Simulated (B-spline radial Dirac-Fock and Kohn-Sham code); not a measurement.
# Dy⁵⁺: non-radiative channels of the 4p1/2 vacancy

System: dysprosium as Dy⁵⁺ in the configuration 1s2 2s2 2p6 3s2 3p6 3d10 4s2 4p6 4d10 4f8 5s2 5p5.

The run's input, task.json:

```json
{"items": [{
  "Z": 66,
  "q": 5,
  "cfg": [[1, 0, 2], [2, 0, 2], [2, 1, 6], [3, 0, 2], [3, 1, 6], [3, 2, 10], [4, 0, 2], [4, 1, 6], [4, 2, 10], [4, 3, 8], [5, 0, 2], [5, 1, 5]],
  "A": 164,
  "rrms": 5.2218,
  "do": ["binding", "quiet", "decay"],
  "holes": ["K", "L1", "L2", "L3", "M1", "M2", "M3", "M4", "M5", "N1", "N2", "N3", "N4", "N5"]
}]}
```

Command: `python xray_run.py task.json out`

Level of theory: a relativistic independent-particle model: LDA orbitals of the hole state, radiative multipoles to third order, Auger rates from the Coulomb interaction with a continuum orbital, Dirac-Fock energies; a B-spline atomic structure program. Kinetic energies are configuration averages from the vacuum level; the two-hole energies are estimated from single-hole states.

```
transition  kinetic energy (eV)  width (meV)  share (%)
   N2-N4O1                33.65          599        7.7
   N2-N4O2                60.71          367        4.7
   N2-N4O3                67.09          680        8.8
   N2-N5O2                67.40          327        4.2
   N2-N4N7                68.72         3040       39.3
   N2-N4N6                68.72         1440       18.5
   N2-N5N6                74.59          381        4.9
   N2-N6O2                226.2          123        1.6
   N2-N7O2                227.2          199        2.6
   N2-N6N7                234.8          114        1.5
```

Coster-Kronig rates are the weakest part of this model and often come out 1.5 to 2.5 times too large. Super-Coster-Kronig decay this fast strains the one-particle picture, and such widths tend to come out too large. The listed channels hold 94 % of the non-radiative rate. Summed by principal shells, of 7.75 eV in all: NNN 65.8 %, NNO 33.3 %, NOO 0.9 %.

Values without a named source are computed, but for edge energies of neutral atoms, which are taken from tables.
